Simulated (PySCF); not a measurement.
An unknown shows these calculated signals:

¹H NMR (400 MHz, computed): δ 4.21 (m, 1H), 2.53 (m, 1H), 2.35 (m, 1H), 2.28 (m, 1H), 1.99 (m, 1H), 1.77 (m, 1H), 1.10 (m, 1H), 0.75 (m, 1H), 0.75 (m, 1H), 0.54 (m, 1H).

¹³C{¹H} NMR (computed): δ 123.4 (C), 64.7 (CH), 48.9 (CH), 40.0 (CH2), 35.9 (CH2), 25.1 (C), 22.2 (CH2), 16.6 (CH2).

Level of theory: σ from GIAO-PBE0/pcSseg-1, geometry: GFN2-xTB, in PySCF 2.14 (gas phase, one computed conformer, relativity neglected).

δ = σ(ref) − σ, references computed at the same level: ¹H, ¹³C against TMS.

**Question.** Which of these does the molecule contain: a benzene ring, a three-membered ring, a nitrile, a non-aromatic C=C double bond, an amide?

**Answer.** 
- A benzene ring: no.
- A three-membered ring: yes.
- A nitrile: yes (δC 123.4).
- A non-aromatic C=C double bond: no.
- An amide: no.

The data belong to `Cl[C@H]1[C@@H](C#N)C2(CC1)CC2`, C8H10ClN; they needn't prove each group on their own.

Carbon signals by region: 1 in the sp2 and nitrile region (100–160 ppm), 1 at 50–100 ppm, 6 below 50 ppm.

Carbons that carry Cl, above all several Cl atoms, come out too deshielded, partly because spin–orbit coupling is missing. Shifts are as computed. Against solution values, carbons near 30 ppm lie about +3 ppm off and those near 130 ppm about +5 ppm; carbons on Cl a further +6 ppm. Of 1211 compounds with measured shifts, 218 miss one by over three times the rms of a fit or turn the order of signals round; such compounds aren't used in these exercises. No couplings were computed; multiplicities are counted from neighbouring protons, with m where these are inequivalent, close in shift, in a saturated or five-membered ring or joined by F or P, and br s for small geminal =CH2 splittings.
